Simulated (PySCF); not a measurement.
Working out the ionisation energy of Sb

Sb [Kr] 4d10 5s2 5p3 (4S) → Sb⁺ [Kr] 4d10 5s2 5p2 (3P). Calculation: PySCF 2.14, in aug-cc-pVDZ-PP with ECP28MDF; scalar relativity through the core potential. Frozen: 4s2 4p6 4d10. Energies in hartree (1 hartree = 27.21139 eV):

```csv
part,Sb (lower),Sb⁺ (upper)
UHF,-239.273208,-238.957245
CCSD correlation,-0.060986,-0.050541
(T),-0.000928,-0.000603
```

Problem. What does Hartree-Fock give?

Solution. (-238.957245) − (-239.273208) = 0.315963 hartree = 8.598 eV.

Problem. What do CCSD and CCSD(T) give?

Solution. The CCSD correlation energies differ by 0.010445 hartree = 0.284 eV and the triples by 0.000325 hartree = 0.009 eV, so CCSD gives 8.882 eV and CCSD(T) 8.891 eV.

Measured between the centres of the two terms (NIST): 9.124 eV, so CCSD(T) (valence) is off by -0.233 eV.

A double-zeta basis recovers only part of the correlation energy.

What remains against the reference includes basis incompleteness, the frozen core and higher excitations.
